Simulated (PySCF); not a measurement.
Compound: C6H10FPS.
Cartesian coordinates in Å at the PBE0-D3(BJ)/def2-SVP level; atoms count from 1:
```xyz
19
C6H10FPS angstrom
C      1.4623    0.9446    0.1964
C      1.4038   -0.5635    0.3663
P     -0.2590   -1.3326    0.2811
S     -0.1908   -3.2696    0.4373
C     -1.3099   -0.4062    1.4188
C     -2.0844    0.4489    0.7439
F     -2.9597    1.2661    1.3092
C     -1.9744    0.5412   -0.7455
C     -1.1069   -0.6316   -1.2115
H      2.4947    1.3064    0.3113
H      1.1186    1.2588   -0.8017
H      0.8432    1.4611    0.9455
H      1.8138   -0.8868    1.3364
H      1.9922   -1.0949   -0.3995
H     -1.3257   -0.5340    2.5013
H     -2.9819    0.5263   -1.1923
H     -1.5341    1.5178   -1.0098
H     -1.7208   -1.4607   -1.5918
H     -0.3823   -0.3668   -1.9945
```

Computed with PySCF at PBE0/pcSseg-1, non-relativistic, on one gas-phase PBE0-D3(BJ)/def2-SVP geometry that isn't relaxed in the solvent. The solvent is an IEF-PCM continuum (cavity from Bondi-type radii × 1.2). Specific hydrogen bonds and non-electrostatic terms are outside this model.

| run | E − E(gas) (kcal/mol) | HOMO (eV) | HOMO–LUMO gap (eV) | dipole (D) |
| --- | --- | --- | --- | --- |
| gas | 0.00 | -6.36 | 5.82 | 4.85 |
| P | -6.92 | -6.66 | 6.29 | 6.38 |
| Q | -8.30 | -6.73 | 6.39 | 6.71 |

Q: The runs were made in chloroform and dichloromethane. Which run belongs to which solvent?

A: P = chloroform, Q = dichloromethane. The dielectric constants are 4.711 (chloroform), 8.93 (dichloromethane), and the energy falls further as ε rises. In this model the ground state sees the solvent through ε alone.

Q: How constant is the ratio of the lowering to (ε − 1)/(2ε + 1)?

A: 
```
        solvent  (ε − 1)/(2ε + 1)  E − E(gas) (kcal/mol)  ratio (kcal/mol)  polarisation term (kcal/mol)
     chloroform             0.356                  -6.92             -19.4                         -8.27
dichloromethane             0.420                  -8.30             -19.7                        -10.25
```

The ratio changes by +1.5 % in size from chloroform to dichloromethane. The polarisation term is half the interaction of the solute with the induced surface charges.

Hardware: one thread of an Arm Neoverse V1, no GPU, on a shared host. Cost: 42 s wall, 1.3 GiB resident at most. This is the whole shielding run at PBE0/pcSseg-1 in dichloromethane, SCF included.
